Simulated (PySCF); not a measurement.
C4H6Ge, SMILES C#C[C](=C)[GeH3]. Atoms are numbered in the order given.

```xyz
11

C     -1.0503     2.6999     0.0000
C     -0.2615     1.7754     0.0000
C      0.5961     0.6402     0.0000
C      1.9377     0.7408     0.0000
Ge    -0.2841    -1.1108     0.0000
H     -1.7351     3.5274     0.0000
H      2.4371     1.7150     0.0000
H      2.5739    -0.1486     0.0000
H     -1.1652    -1.2465     1.2531
H     -1.1652    -1.2465    -1.2531
H      0.8125    -2.1909     0.0000
```

The structure is a stationary point at PBE0-D3(BJ)/def2-SVP. This is a generated structure with no PubChem entry under its InChIKey; it may be hypothetical.

Two levels are set side by side: PBE/pcSseg-1 (PySCF) and PBE0/pcSseg-1 (PySCF). GIAO shifts against GeH4 (⁷³Ge), TMS (¹H), TMS (¹³C) at the same level; non-relativistic, no solvent, atoms listed together averaged. Differences are taken from unrounded values.

```json
[
 {"quantity": "δ(¹³C) of C1 (ppm)", "PBE0": "95.8", "PBE": "93.6", "PBE minus PBE0": "-2.2"},
 {"quantity": "δ(¹³C) of C2 (ppm)", "PBE0": "87.6", "PBE": "90.3", "PBE minus PBE0": "2.7"},
 {"quantity": "δ(¹³C) of C3 (ppm)", "PBE0": "135.3", "PBE": "134.7", "PBE minus PBE0": "-0.6"},
 {"quantity": "δ(¹³C) of C4 (ppm)", "PBE0": "151.7", "PBE": "148.3", "PBE minus PBE0": "-3.4"},
 {"quantity": "δ(⁷³Ge) of Ge5 (ppm)", "PBE0": "132.7", "PBE": "143.7", "PBE minus PBE0": "11.0"},
 {"quantity": "δ(¹H) of H6 (ppm)", "PBE0": "3.82", "PBE": "3.73", "PBE minus PBE0": "-0.10"}
]
```

Rough cost on one machine, each run with all the roots and properties that it gave: PBE0 against PBE within a factor of 2.
